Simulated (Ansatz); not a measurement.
`C[O][Sn][Br]` + HCl → `[Cl][Sn][Br]` + CH₃OH at 400 K and 1 bar (ligand exchange at the Sn–O bond).

Gas-phase electronic energies from Ansatz, PBE0-D4/def2-TZVP geometries. CCSD(T)/CBS is the MP2 limit (def2-TZVPP, def2-QZVPP) plus CCSD(T) − MP2 in def2-TZVPP, frozen cores. This one scheme is used for every species. def2 core potentials past Kr. For Br, Sn outer-core shells are correlated without core-valence functions, which leaves a few kJ/mol of doubt a bond. Scalar relativity is left out up to krypton. Each species was taken in one conformer, which may not be the lowest.

```json
{"species": "`C[O][Sn][Br]`", "CCSD(T)/CBS energy (Eh)": "-2902.45238", "H − E (kJ/mol)": "138.0", "S (J/(mol·K))": "381.5"}
{"species": "HCl", "CCSD(T)/CBS energy (Eh)": "-460.38127", "H − E (kJ/mol)": "29.6", "S (J/(mol·K))": "195.4"}
{"species": "`[Cl][Sn][Br]`", "CCSD(T)/CBS energy (Eh)": "-3247.23683", "H − E (kJ/mol)": "24.0", "S (J/(mol·K))": "339.6"}
{"species": "CH₃OH", "CCSD(T)/CBS energy (Eh)": "-115.61712", "H − E (kJ/mol)": "151.2", "S (J/(mol·K))": "252.6"}
```

H − E and S are ideal-gas, rigid-rotor, harmonic terms from PBE0-D4/def2-TZVP, for one conformer and one mirror image of each species. 1 Eh = 2625.50 kJ/mol, R = 8.31446 J/(mol·K).

By hand: ΔE, ΔH, ΔS and ΔG.

ΔE = (-3247.23683) + (-115.61712) − (-2902.45238) − (-460.38127) = -0.02030 Eh = -53.3 kJ/mol. Δ(H − E) = 24.0 + 151.2 − 138.0 − 29.6 = 7.6, so ΔH = -45.7 kJ/mol. ΔS = 339.6 + 252.6 − 381.5 − 195.4 = 15.3 J/(mol·K). ΔG = -45.7 − 400 × (15.3)/1000 = -51.8 kJ/mol.

By hand: the equilibrium constant, and the temperature at which ΔG would vanish if ΔH and ΔS stayed fixed.

log₁₀ K = −ΔG/(RT ln 10) = 6.8. ΔH and −TΔS have one sign here, so there is no such temperature.

ΔH outweighs TΔS. A doubt of 5 kJ/mol in ΔE shifts log₁₀ K by 0.7 here. Other conformers and mirror images would add mixing entropy, several J/(mol·K) or more a flexible species. These are equilibria of isolated gas molecules and say nothing of rates. Largest T1 diagnostic: 0.015 (customary marks: 0.02 for closed shells, 0.045 for open ones).
